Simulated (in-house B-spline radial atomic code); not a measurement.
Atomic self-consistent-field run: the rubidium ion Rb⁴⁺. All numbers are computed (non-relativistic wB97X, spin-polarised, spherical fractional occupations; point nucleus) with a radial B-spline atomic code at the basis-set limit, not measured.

Command:
```bash
python run_scf.py task.json out
```
Settings:
```
Z                37
configuration    [Ar] 3d10 4s2 4p3
hamiltonian      nr
method           wb97x
spin_polarised   True
```

Output (hartree, bohr):
```
 radial grid: 49 intervals, B-splines of order 8, outer radius 22.1277 bohr

 iter        energy (Eh)    residual
    1       -2932.880993    4.76e-01
    2       -2934.689476    2.60e-01
    3       -2935.652287    3.75e-02
    4       -2935.678518    1.19e-02
    5       -2935.679278    4.13e-03
    6       -2935.679535    9.37e-04
    7       -2935.679547    9.40e-05
    8       -2935.679547    7.52e-06
    9       -2935.679547    1.28e-06
   10       -2935.679547    1.03e-07

 total energy                     -2935.67955
 kinetic                            2934.2615
 electron-nucleus                  -6946.1932
 Hartree                            1174.4708
 exact exchange                      -19.8480
 exchange-correlation                -78.3706

 orbital      occ     eigenvalue          <r>       <r^2>       <1/r>       r_max
 1s up      1.000      -545.4852    0.0412818  0.00228172     36.4977     0.02728
 1s down    1.000      -545.4712     0.041281  0.00228163     36.4983     0.02728
 2s up      1.000       -74.0630     0.182128   0.0390317     8.13907      0.1535
 2s down    1.000       -74.0540     0.182116   0.0390249     8.13921      0.1535
 2p up      3.000       -67.3996     0.156896   0.0300489     8.11639      0.1214
 2p down    3.000       -67.3840     0.156904    0.030051     8.11578      0.1214
 3s up      1.000       -12.8612     0.520435    0.310788     2.73301      0.4605
 3s down    1.000       -12.8443     0.520417    0.310606     2.73151      0.4608
 3p up      3.000       -10.4449     0.522094    0.318148     2.62666      0.4506
 3p down    3.000       -10.4237     0.522244    0.318148      2.6245       0.451
 3d up      5.000        -6.0915     0.521125    0.331593     2.40085      0.3927
 3d down    5.000        -6.0726     0.519602    0.328887     2.40412      0.3928
 4s up      1.000        -3.0991      1.38623     2.16087    0.958043       1.254
 4s down    1.000        -2.9128      1.39504     2.19636    0.956747       1.243
 4p up      3.000        -2.4383      1.51222     2.58469     0.86881       1.352
```

Run time, properties included: 0.63 s on 1 thread of Intel(R) Xeon(R) Platinum 8488C (shared host).
